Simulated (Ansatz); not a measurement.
Basis sets compared for GeEt3(NHMe) (C7H19GeN). The state is a singlet with charge 0. Geometry r2SCAN-D4/def2-SVP. Ansatz on 4 threads of Intel Xeon Platinum 8259CL on a shared host; times are rough, and most runs start from earlier orbitals.

Cartesian coordinates in Å:
```
Ge -0.0092 0.0367 0.0221
C 0.6797 -0.6190 -1.6943
C -0.4243 -1.1368 -2.6167
H 1.4314 -1.4033 -1.4946
H 1.2318 0.2086 -2.1754
H -0.0313 -1.4496 -3.5986
H -0.9400 -2.0075 -2.1790
H -1.1909 -0.3647 -2.7903
C 1.4633 0.5761 1.2202
C 2.3177 1.7004 0.6361
H 2.0816 -0.3114 1.4450
H 1.0174 0.8874 2.1821
H 3.1026 2.0359 1.3346
H 2.8225 1.3864 -0.2928
H 1.7026 2.5817 0.3866
C -1.1460 -1.3051 0.8933
C -0.4208 -2.6255 1.1559
H -2.0279 -1.4602 0.2480
H -1.5284 -0.8824 1.8390
H -1.0779 -3.3691 1.6371
H -0.0490 -3.0786 0.2215
H 0.4513 -2.4888 1.8170
N -1.0897 1.4739 -0.4212
C -1.7627 2.2311 0.6160
H -0.6760 2.0827 -1.1254
H -2.5395 2.8898 0.1875
H -2.2847 1.5419 1.3014
H -1.1032 2.8694 1.2451
```

Binding counts from free atoms (Ge triplet, C triplet, H doublet, N quartet) in the same basis, without a counterpoise term.

```tsv
level	functions	energy (Eh)	HOMO (eV)	LUMO (eV)	binding per atom (eV)	wall time
PBE-D4/def2-SVP	239	-2408.6867	-4.61	0.51	4.03	5 s
PBE0-D4/def2-SVP	239	-2408.8116	-6.02	1.36	3.99	10 s
```

(1) Estimate the rows for PBE-D4/def2-TZVP, PBE0-D4/def2-TZVP.

Answers

(1) 
| level | functions | energy (Eh) | HOMO (eV) | LUMO (eV) | binding per atom (eV) | wall time |
| --- | --- | --- | --- | --- | --- | --- |
| PBE-D4/def2-TZVP | 410 | -2409.3162 | -4.81 | 0.00 | 4.00 | 9.5 s |
| PBE0-D4/def2-TZVP | 410 | -2409.4299 | -6.15 | 0.80 | 3.96 | 24 s |
